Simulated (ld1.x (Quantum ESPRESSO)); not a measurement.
Which change was made? (V, TM)

```json
{
  "Element": "V",
  "Generator": "ld1.x (Quantum ESPRESSO) 7.5",
  "Type": "norm-conserving Troullier–Martins (Kleinman–Bylander form)",
  "Functional": "PBE",
  "Relativity": "scalar-relativistic",
  "Frozen core": "[Ar]",
  "Valence charge": "5",
  "Reference configuration": "3d3 4s2 4p0",
  "Partial waves": "4s (bound): rc 2.25 bohr; 3d (bound): rc 2.10 bohr; 4p (bound, empty): rc 2.60 bohr",
  "Local potential": "the p channel",
  "Core correction": "none"
}
```

Cutoffs, loose and tight: the cutoffs (Ry, on a coarse ladder) from which the occupation-weighted sum of valence levels, in a spherical-Bessel basis at the reference potential, stays within 10 and 1 mRy of its value at 400 Ry. They do not see the model core or the augmentation charge, which bear on the density cutoff. Test errors are all-electron minus pseudo excitation energies from the reference, over the configurations 3d3 4s1 4p0; 3d3 4s0 4p0; 3d2 4s0 4p0; 3d3 4s0 4p2; 3d3 4s0 4p1; 3d1 4s0 4p0; 3d3 4s1 4p1; variants that change the core or the reference have their own tests. The largest error is taken over the tests solved by every variant that gives reliable tests at all, those not shown here included: 3d1 4s0 4p0; 3d2 4s0 4p0; 3d3 4s0 4p0; 3d3 4s0 4p1; 3d3 4s0 4p2.

The base gives: outcome: generated; cutoff, loose: 55 Ry; cutoff, tight: 70 Ry; bound ghosts: s; largest test error (meV): +552.

Q: After one change the result is: outcome: generated; cutoff, loose: 35 Ry; cutoff, tight: 40 Ry; bound ghosts: s; largest test error (meV): +2395. Which change was it?
A. wave 4s (bound): rc 2.25 bohr becomes 4s (bound): rc 1.84 bohr
B. all radii scaled by about 1.38 (s 3.10, p 3.58, d 2.90 bohr)
C. all radii scaled by about 0.82 (s 1.86, p 2.14, d 1.72 bohr)

A: B. The others give: wave 4s (bound): rc 2.25 bohr becomes 4s (bound): rc 1.84 bohr → outcome: generated; cutoff, loose: 55 Ry; cutoff, tight: 70 Ry; bound ghosts: s; largest test error (meV): +287 | all radii scaled by about 0.82 (s 1.86, p 2.14, d 1.72 bohr) → outcome: generated; cutoff, loose: 70 Ry; cutoff, tight: 90 Ry; bound ghosts: none; largest test error (meV): -355.
